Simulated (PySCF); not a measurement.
## Electron correlation in Sb (antimony, neutral)

[Kr] 4d10 5s2 5p3, high-spin 4S determinant. All numbers are calculated (PySCF 2.14, a scalar-relativistic core potential, in def2-TZVP with the def2 core potential (28 electrons)). Frozen: 4s2 4p6 4d10; 5 electrons correlated.

MP2 pair energies summed by pair of shells (mhartree):

```
 pair  energy  share (%)
5s-5p  -39.22       65.0
5p-5p  -12.90       21.4
5s-5s   -8.24       13.7
```

Total MP2 correlation energy: -60.36 mhartree.

Same-spin part -16.15 and opposite-spin part -44.21 mhartree; SCS-MP2 scales them by 1/3 and 6/5 to -58.44 mhartree.

| level | correlation energy (mhartree) |
| --- | --- |
| CCSD | -72.98 |
| (T) | -2.43 |
| CCSD(T) | -75.41 |

Diagnostics: T1 = 0.0034, D1 = 0.0096, largest double amplitude 0.052.

Problem. Is a single reference adequate?

Solution. Yes, within this model without spin-orbit coupling: T1 lies below 0.03 and no double amplitude reaches 0.07.
